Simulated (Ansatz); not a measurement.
Spectroscopic constants of MgP, multiplicity 4 (lowest of 2S+1 = 2, 4 at CCSD(T)/def2-TZVPP on PBE0 minima; our sources give no spin for the ground state, which may be another).

```json
[
 {"level": "SVWN5/def2-TZVPP", "bond energy D_e (eV)": "1.109", "minus CCSD(T)/def2-QZVPP": "0.538"},
 {"level": "PBE/def2-TZVPP", "bond energy D_e (eV)": "0.905", "minus CCSD(T)/def2-QZVPP": "0.335"},
 {"level": "r2SCAN/def2-TZVPP", "bond energy D_e (eV)": "0.985", "minus CCSD(T)/def2-QZVPP": "0.415"},
 {"level": "B3LYP/def2-TZVPP", "bond energy D_e (eV)": "0.725", "minus CCSD(T)/def2-QZVPP": "0.154"},
 {"level": "PBE0/def2-TZVPP", "bond energy D_e (eV)": "0.846", "minus CCSD(T)/def2-QZVPP": "0.276"},
 {"level": "BHLYP/def2-TZVPP", "bond energy D_e (eV)": "0.645", "minus CCSD(T)/def2-QZVPP": "0.075"},
 {"level": "CAM-B3LYP/def2-TZVPP", "bond energy D_e (eV)": "0.696", "minus CCSD(T)/def2-QZVPP": "0.126"},
 {"level": "wB97X-V/def2-TZVPP", "bond energy D_e (eV)": "0.797", "minus CCSD(T)/def2-QZVPP": "0.227"},
 {"level": "wB97M-V/def2-TZVPP", "bond energy D_e (eV)": "0.593", "minus CCSD(T)/def2-QZVPP": "0.023"},
 {"level": "B2PLYP/def2-TZVPP", "bond energy D_e (eV)": "0.638", "minus CCSD(T)/def2-QZVPP": "0.068"},
 {"level": "CCSD/def2-TZVPP", "bond energy D_e (eV)": "0.405", "minus CCSD(T)/def2-QZVPP": "-0.165"},
 {"level": "CCSD/def2-QZVPP", "bond energy D_e (eV)": "0.499", "minus CCSD(T)/def2-QZVPP": "-0.072"},
 {"level": "CCSD(T)/def2-TZVPP", "bond energy D_e (eV)": "0.469", "minus CCSD(T)/def2-QZVPP": "-0.101"},
 {"level": "CCSD(T)/def2-QZVPP", "bond energy D_e (eV)": "0.570", "minus CCSD(T)/def2-QZVPP": "0.000"}
]
```

 The comparison column counts from a level with limits of its own.

The rows run from 0.405 (CCSD/def2-TZVPP) to 1.109 eV (SVWN5/def2-TZVPP). From def2-TZVPP to def2-QZVPP CCSD(T) changes by 0.101. The 10 functionals in def2-TZVPP without D3 or D4 span 0.516, from wB97M-V to SVWN5.

D_e counts from the fitted minimum to each atom's lowest state at the same level, without counterpoise.

Correlated levels freeze the inner cores; with def2 sets outer-core shells near the valence are correlated too.

Codes used: Ansatz (Gaussian basis) for Hartree–Fock, density functionals and correlated methods.

Ansatz is a quantum-chemistry and plane-wave program.
